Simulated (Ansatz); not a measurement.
Computed with Ansatz on PBE0-D4/def2-TZVP structures; ΔE is electronic, products minus reactants. CCSD(T)/CBS adds triple-zeta CCSD(T) − MP2 to the extrapolated MP2 energy (def2 sets, frozen cores). Functionals use def2-TZVPP. B3LYP here is the variant with VWN-RPA as its local correlation; programs differ in this. HSE06 is defined as in plane-wave codes. For Ga outer-core shells are correlated without core-valence functions, which leaves a few kJ/mol of doubt a bond. Scalar relativity is left out up to krypton. Each species was taken in one conformer, which may not be the lowest.

Reaction (redistribution): `[CH3][Al]([Cl])[GaH2]` + `C[NH][AlH][NH2]` → `C[NH][Al]([CH3])[Cl]` + `[NH2][AlH][GaH2]`

| level | ΔE (kJ/mol) | difference from CCSD(T)/CBS |
| --- | --- | --- |
| revPBE-D4 | -6.6 | 0.1 |
| BLYP-D4 | -6.5 | 0.2 |
| B3LYP-D4 | -6.5 | 0.2 |
| HSE06-D4 | -6.9 | -0.2 |
| BHLYP-D4 | -6.1 | 0.6 |
| revPBE | -6.8 | -0.1 |
| BLYP | -6.7 | 0.0 |
| B3LYP | -6.7 | 0.0 |
| BHLYP | -6.6 | 0.1 |
| RPA@PBE/def2-TZVPP | -9.3 | -2.6 |
| MP2/def2-SVP | -13.1 | -6.4 |
| SCS-MP2/def2-TZVPP | -7.5 | -0.8 |
| CCSD/def2-TZVPP | -8.2 | -1.5 |
| HF/def2-QZVPP | -5.7 | 1.0 |
| SCS-MP2/def2-QZVPP | -6.4 | 0.3 |
| CCSD/CBS(def2) | -6.3 | 0.4 |
| CCSD(T)/CBS | -6.7 | 0 |

Task: What do rigid-rotor, harmonic-oscillator terms from PBE0-D4/def2-TZVP frequencies (298.15 K, 1 bar) make of the CCSD(T)/CBS value? (Estimate.)

Result: Ansatz gave: ΔZPE = +1.5 kJ/mol, ΔH = -5.9 kJ/mol, ΔS = -6 J/(mol·K), ΔG = -3.9 kJ/mol. Modes under 50 cm⁻¹ make the entropy rough.

Largest T1 diagnostic among the species: 0.013.

At CCSD(T), def2-SVP lies −7.3 kJ/mol from the extrapolated value and def2-TZVPP −1.8 kJ/mol. Leaving LDA and LC-ωPBE aside and taking each functional with its dispersion term where it has one, the values, not all of them listed here, spread over 2.2 kJ/mol, from B97M-V to BHLYP-D4.
